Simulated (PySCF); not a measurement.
## Electronic structure of As- (arsenic, charge -1) at the UHF level

Configuration: [Ar] 3d10 4s2 4p4, high-spin 3P determinant. All numbers are calculated (PySCF 2.14, no relativity, point nucleus, in def2-QZVPPD (12s7p5d4f1g, 95 functions)).

* Total energy: -2234.225638 hartree
* One-electron energy: -3123.9577 hartree
* Hartree (Coulomb) energy: 971.3868 hartree
* Exchange energy: -81.6547 hartree
* Kinetic energy: 2234.25803 hartree
* ⟨S²⟩: 2.0131
* ⟨L²⟩: 2.052
* Sum of ⟨r⟩: 28.69 bohr
* Sum of ⟨r²⟩: 57.85 bohr²
* Traceless quadrupole moment −½Σ⟨3z² − r²⟩ along its main axis: -4.35 e·bohr²
* Density at the nucleus (Gaussians lack the cusp): 24500 bohr⁻³
* Spin density at the nucleus: -0.446 bohr⁻³
* Langevin diamagnetic susceptibility: -45.8 ×10⁻⁶ cm³/mol

```csv
shell,electrons,mean orbital energy (eV),spread (eV),"rms radius, mean of both spins (bohr)"
1s α,1,-11763.7,0,0.0537
1s β,1,-11763.6,0,0.0537
2s α,1,-1524.7,0,0.224
2s β,1,-1524.7,0,0.224
2p α,3,-1357.2,0.106,0.198
2p β,3,-1357.1,0.037,0.198
3s α,1,-210.97,0,0.650
3s β,1,-210.75,0,0.650
3p α,3,-152.57,0.363,0.671
3p β,3,-152.26,0.063,0.671
3d α,5,-49.951,0.337,0.746
3d β,5,-49.802,0.176,0.746
4s α,1,-13.817,0,2.27
4s β,1,-9.481,0,2.27
4p α,3,-2.322,1.435,3.08
4p β,1,-0.553,0,3.08
```

Spin-orbit constants ζ (cm⁻¹) from the X2C one-electron operator on these orbitals (non-relativistic here): bare nucleus, nucleus screened by l(l+1)(2l+1)/3 electrons, and screened by the Breit-Pauli mean field of the electrons.

```csv
shell,bare,screened nucleus,mean field
2p,190400,178900,n/a
3p,25720,24160,n/a
3d,3205,2234,n/a
4p,1057,993.3,n/a
```

To first order the Landé constant is A = -496.6 cm⁻¹, so the lowest level has J = 2 and lies 0.0616 eV below the centre of the term. This holds in LS coupling only.
